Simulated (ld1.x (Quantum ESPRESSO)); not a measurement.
## An all-electron radial function and its pseudo partner (hydrogen)

Columns: radius, all-electron u(r) and pseudo u(r) of the 1s shell (level -6.49 eV) of hydrogen in the configuration 1s1; PBE, scalar-relativistic, RRKJ scheme, ld1.x (Quantum ESPRESSO) 7.5.

```json
{"r (bohr)": "0.047", "all-electron": "0.0861", "pseudo": "0.0739"}
{"r (bohr)": "0.095", "all-electron": "0.1657", "pseudo": "0.1479"}
{"r (bohr)": "0.142", "all-electron": "0.2360", "pseudo": "0.2177"}
{"r (bohr)": "0.190", "all-electron": "0.3007", "pseudo": "0.2850"}
{"r (bohr)": "0.237", "all-electron": "0.3576", "pseudo": "0.3460"}
{"r (bohr)": "0.285", "all-electron": "0.4094", "pseudo": "0.4027"}
{"r (bohr)": "0.332", "all-electron": "0.4547", "pseudo": "0.4524"}
{"r (bohr)": "0.380", "all-electron": "0.4956", "pseudo": "0.4970"}
{"r (bohr)": "0.427", "all-electron": "0.5310", "pseudo": "0.5350"}
{"r (bohr)": "0.475", "all-electron": "0.5628", "pseudo": "0.5681"}
{"r (bohr)": "0.522", "all-electron": "0.5898", "pseudo": "0.5955"}
{"r (bohr)": "0.570", "all-electron": "0.6137", "pseudo": "0.6190"}
{"r (bohr)": "0.617", "all-electron": "0.6337", "pseudo": "0.6382"}
{"r (bohr)": "0.665", "all-electron": "0.6510", "pseudo": "0.6544"}
{"r (bohr)": "0.712", "all-electron": "0.6652", "pseudo": "0.6674"}
{"r (bohr)": "0.760", "all-electron": "0.6770", "pseudo": "0.6782"}
{"r (bohr)": "0.807", "all-electron": "0.6861", "pseudo": "0.6868"}
{"r (bohr)": "0.855", "all-electron": "0.6933", "pseudo": "0.6935"}
{"r (bohr)": "0.902", "all-electron": "0.6984", "pseudo": "0.6984"}
{"r (bohr)": "0.950", "all-electron": "0.7017", "pseudo": "0.7017"}
{"r (bohr)": "0.997", "all-electron": "0.7034", "pseudo": "0.7034"}
{"r (bohr)": "1.045", "all-electron": "0.7036", "pseudo": "0.7036"}
{"r (bohr)": "1.092", "all-electron": "0.7024", "pseudo": "0.7024"}
{"r (bohr)": "1.140", "all-electron": "0.7000", "pseudo": "0.7000"}
{"r (bohr)": "1.187", "all-electron": "0.6965", "pseudo": "0.6965"}
{"r (bohr)": "1.235", "all-electron": "0.6920", "pseudo": "0.6920"}
```

Question: How many radial nodes do the two functions have?

Answer: The all-electron 1s function has n − l − 1 = 0; the pseudo-wave has 0.

Question: At about which radius was the pseudo-wave matched?

Answer: 0.95 bohr. The columns agree to 0.0005 from 0.85 bohr on; several derivatives are matched, so the curves merge somewhat inside the radius.

Question: Is the pseudo-wave norm-conserving?

Answer: Yes: the RRKJ scheme keeps the norm inside the radius equal to the all-electron one, which fixes the energy derivative of the logarithmic derivative at the level.
